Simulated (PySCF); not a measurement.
Species: C3H2FNSe.
InChI=1S/C3H2FNSe/c4-3-1-5-2-6-3/h1-2H

Computed, not measured: MP2 and CCSD/aug-cc-pVDZ in PySCF, restricted Hartree–Fock reference, frozen core, non-relativistic, gas phase, PBE0-D3(BJ)/def2-SVP geometry.

E(HF) = -2668.44994 Eh.

Task: How large is the problem?

Result: 169 basis functions and 70 electrons; 14 orbitals frozen, which leaves o = 21 correlated occupied and v = 134 virtual orbitals. That is o·v = 2814 singles and o·v(o·v + 1)/2 = 3960705 distinct closed-shell doubles amplitudes before symmetry; the costliest CCSD step grows as o²v⁴ = 1.4 × 10^11.

Task: What are the MP2 and CCSD correlation energies?

Result: MP2 -0.9191 Eh and CCSD -0.9376 Eh, which gives totals of -2669.36909 and -2669.38751 Eh. That is 0.607 eV for each correlated electron at CCSD (2462 kJ/mol in all, 0.035 % of the total energy); MP2 gives 98.0 % of the CCSD value.

Task: What is the T1 diagnostic?

Result: 0.0145, below the customary warning level of 0.02. It is the norm of the spatial-orbital singles amplitudes over the root of the number of correlated electrons, so the norm is 0.094.

Task: How does correlation change the dipole moment?

Result: HF gives 1.36 D and CCSD (unrelaxed density) 1.28 D, a change of -0.08 D; the two vectors are 14° apart.

No triples correction and no basis-set extrapolation were made.

The job also held the EOM ionisation roots. On Arm Neoverse V1, one thread, no GPU (shared host), this took 14 min of wall time.
